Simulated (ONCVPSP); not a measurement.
## Potentials for He compared

Generated with ld1.x 7.5 (TM, RRKJ, ultrasoft, PAW), atompaw 4.2 or ONCVPSP 4.0.1. The cutoff is in Ry: for ld1.x and atompaw files where the sum of valence levels is converged to 10 mRy in a Bessel basis, for ONCV files where the hardest occupied wave has 1 mHa per electron of residual kinetic energy. The error is the largest all-electron minus pseudo excitation energy over each file’s own four to seven test configurations (ionisations up to +4, promotions, holes and added fractions of an electron), all of which were solved. The labels leave out finer settings (local radius, basis sizes, second energies), which also bear on the numbers. Spin-polarised tests are not counted. The rows are a selection from randomly drawn settings: files with unsolved tests, undetermined cutoffs or missed reference levels are left out.

A true bound ghost makes a file unfit for plane-wave use even where its test errors are small: the radial tests pick states by their node count and pass the ghost by.

```tsv
potential	cutoff (Ry)	largest error (meV)	bound ghosts
ONCV, PBE, scalar-relativistic, rc 0.75/0.75 (sp), local smoothed, core correction no, reference 1s1, qcut 12.6/9.6, projectors 1/1	116	+15	none
ONCV, PBEsol, scalar-relativistic, rc 0.50/0.50 (sp), local smoothed, core correction no, reference 1s2, qcut 15/19.9, projectors 2/2	174	+2.5	none
ONCV, PBE, non-relativistic, rc 0.70 (s), local smoothed, core correction no, reference 1s1.5, qcut 7.2, projectors 2	570	+14	none
```

Question: Fill in the row for He: ONCV, PBE, scalar-relativistic, rc 0.80/0.80 (sp), local p, core correction no, reference 1s2, qcut 17.4/12.3, projectors 1/0.

Answer: cutoff 129 Ry, largest error +14 meV, bound ghosts: s.

Question: Fill in the row for He: ONCV, PBE, scalar-relativistic, rc 0.50/0.40 (sp), local smoothed, core correction no, reference 1s2, qcut 10.4/18.1, projectors 2/2.

Answer: cutoff 297 Ry, largest error +4.1 meV, bound ghosts: none.
